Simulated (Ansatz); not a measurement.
Consider the ligand exchange at the Sn–Se bond: `C[Se][SnH2][Cl]` + HCl → `[Cl][SnH2][Cl]` + `C[SeH]`.

Calculated with Ansatz (gas phase, PBE0-D4/def2-TZVP geometries, no zero-point term in ΔE). CCSD(T)/CBS is the MP2 limit (def2-TZVPP, def2-QZVPP) plus CCSD(T) − MP2 in def2-TZVPP, frozen cores. This one scheme is used for every species. DFT in def2-TZVPP. HSE06 is defined as in plane-wave codes. def2 core potentials past Kr. For Se, Sn outer-core shells are correlated without core-valence functions, which leaves a few kJ/mol of doubt a bond. Scalar relativity is left out up to krypton. One conformer a species, not always the lowest.

**Question.** Is it downhill or uphill in electronic energy at CCSD(T)/CBS, and by how much? (Estimate.)

**Answer.** Computed: Downhill: ΔE = -3.9 kJ/mol.

**Question.** What do these levels give: PBE0-D4, HSE06-D4, revPBE, LC-ωPBE, MP2/def2-SVP, CCSD/def2-SVP? (An estimate is asked.)

**Answer.** Ansatz gave: PBE0-D4 -6.2, HSE06-D4 -6.1, revPBE -12.3, LC-ωPBE -15.5, MP2/def2-SVP -8.0, CCSD/def2-SVP -12.6 kJ/mol.

**Question.** What do rigid-rotor, harmonic-oscillator terms from PBE0-D4/def2-TZVP frequencies (298.15 K, 1 bar) make of the CCSD(T)/CBS value? (An estimate is asked.)

**Answer.** Computed: ΔZPE = +2.5 kJ/mol, ΔH = -4.9 kJ/mol, ΔS = 8 J/(mol·K), ΔG = -7.2 kJ/mol. Modes under 50 cm⁻¹ make the entropy rough.

Largest T1 diagnostic among the species: 0.011.

At CCSD(T), def2-SVP lies −6.7 kJ/mol from the extrapolated value and def2-TZVPP −3.6 kJ/mol. The D4 term adds +8.1 kJ/mol with B3LYP and +4.7 kJ/mol with PBE0; it sums over pairs of atoms, weighted by their polarisabilities, and B3LYP, whose exchange is more repulsive, gets the larger term.

B3LYP here is the variant with VWN-RPA as its local correlation; programs differ in this.
